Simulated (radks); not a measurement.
Values are calculated unless marked as measured or tabulated.
Q: Radial electron density D(r) = 4 pi r^2 rho(r) of an atom or ion with 15 electrons. Level of theory: scalar-relativistic Kohn-Sham, PBE, spin-polarised, spherical densities, point nucleus (a radial shooting solver on a logarithmic mesh with Libxc functionals).

```
   r/bohr * D(r) (the largest magnitude, 17, reaches the edge; | marks zero)
 0.003353 |*
 0.004296 |*
 0.005505 | *
 0.007055 |   *
 0.009041 |     *
  0.01159 |        *
  0.01485 |            *
  0.01902 |                 *
  0.02438 |                         *
  0.03124 |                                 *
  0.04003 |                                          *
  0.05171 |                                                  *
  0.06627 |                                                      *
  0.08492 |                                                    *
   0.1088 |                                              *
   0.1395 |                                      *
   0.1787 |                                  *
    0.229 |                                      *
   0.2935 |                                               *
    0.376 |                                                  *
   0.4819 |                                            *
   0.6175 |                             *
   0.7913 |              *
    1.014 |       *
    1.299 |      *
    1.665 |       *
    2.134 |      *
    2.735 |    *
    3.504 | *
     4.49 |*
    5.754 *
    7.374 *
```

What is the nuclear charge?

A: Z = 15. The innermost maximum, from 1s, lies near gamma/Z bohr with gamma = sqrt(1 - (Z/c)^2) = 0.994, here 0.0663 bohr (found: 0.0701), and its height grows with Z. The density is that of neutral phosphorus in [Ne] 3s0.5 3p4.5; the configuration itself is not fixed sharply by these data, and Z only to about a unit. D(r) has 3 maxima, at r = 0.0701, 0.370, 1.73 bohr, and minima at 0.179, 1.17 bohr, inside which lie 2.20, 10.34 electrons.
